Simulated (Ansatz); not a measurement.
Reaction (cleavage of the Si–Sn bond): `[SiH3][SnH]([Cl])[Cl]` + `[OH][Sn]([F])([F])[F]` → `[F][Sn]([F])([F])[O][SiH3]` + `[Cl][SnH2][Cl]`

Calculated with Ansatz (gas phase, PBE0-D4/def2-TZVP geometries, no zero-point term in ΔE). CCSD(T)/CBS is the MP2 limit (def2-TZVPP, def2-QZVPP) plus CCSD(T) − MP2 in def2-TZVPP, frozen cores. Functionals use def2-TZVPP. B3LYP here is the variant with VWN-RPA as its local correlation; programs differ in this. def2 core potentials past Kr. For Sn outer-core shells are correlated without core-valence functions, which leaves a few kJ/mol of doubt a bond. Each species was taken in one conformer, which may not be the lowest.

| level | ΔE (eV) |
| --- | --- |
| BLYP-D4 | -0.50 |
| B3LYP-D4 | -0.58 |
| r2SCANh-D4 | -0.57 |
| ωB97X-V | -0.63 |
| HF/def2-SVP | -0.85 |
| SCS-MP2/def2-TZVPP | -0.73 |
| CCSD(T)/def2-TZVPP | -0.66 |
| HF/CBS(def2) | -0.96 |

Problem. What does CCSD(T)/CBS give? (An estimate is asked.)

Solution. Ansatz gave: -0.62 eV. The listed levels differ from it by 0.12, 0.04, 0.05, -0.01, -0.23, -0.11, -0.04, -0.34 eV.

Largest T1 diagnostic among the species: 0.015.

At CCSD(T), def2-SVP lies −0.04 eV from the extrapolated value and def2-TZVPP −0.05 eV. From PBE to PBE0 (25 % exact exchange), in def2-TZVPP and without D4, ΔE moves by −0.11 eV.
